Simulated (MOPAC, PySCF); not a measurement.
H5BO2Si, SMILES `[SiH3]B(O)O` (H–O–B–Si torsion 1°, Si–B–O–H torsion -1°), neutral singlet in the gas phase. 

Cartesian coordinates (Å):
SMILES: OB(O)[SiH3]
```xyz
9

O     -1.3044     1.4776     0.1611
B     -0.8523     0.1985     0.0213
O     -1.8320    -0.7466    -0.0665
Si     1.1383    -0.2618    -0.0318
H     -0.6104     2.1393     0.2101
H     -1.5152    -1.6459    -0.1775
H      1.4429    -1.2200    -1.1261
H      1.9675     0.9552    -0.2328
H      1.5656    -0.8964     1.2422
```
Charge 0, spin multiplicity 1.

All levels are single points at this geometry (B3LYP-D3(BJ)/def2-TZVP); Pople sets use spherical d functions. Orbital energies aren't observables, and empty levels follow the basis.

```tsv
level	HOMO (eV)	LUMO (eV)	gap (eV)	dipole (D)	vertical IE, Delta-SCF (eV)
B3LYP-D3(BJ)/def2-TZVP in PySCF	-7.92	-0.54	7.37	1.58	10.31
PBE-D3(BJ)/def2-TZVP in PySCF	-6.77	-1.23	5.54	1.36	9.96
B3LYP/3-21G in PySCF	-7.54	0.14	7.68	1.69	–
B3LYP/6-311+G** in PySCF	-7.99	-0.59	7.40	1.79	–
B3LYP/6-31G* in PySCF	-7.63	-0.07	7.56	1.40	10.13
B3LYP/LANL2DZ in PySCF	-8.00	-0.28	7.72	2.62	–
BP86/6-31G* in PySCF	-6.59	-0.83	5.75	1.18	–
PBE/6-31G* in PySCF	-6.47	-0.77	5.70	1.15	9.77
HF/6-31G* in PySCF	-11.23	3.39	14.62	1.98	10.04
HF/STO-3G in PySCF	-8.34	9.02	17.36	1.50	–
PM3 in MOPAC	-9.99	0.06	10.05	1.64	–
PM6 in MOPAC	-9.34	-0.58	8.76	2.65	–
PM7 in MOPAC	-9.88	-0.08	9.80	1.90	–
```
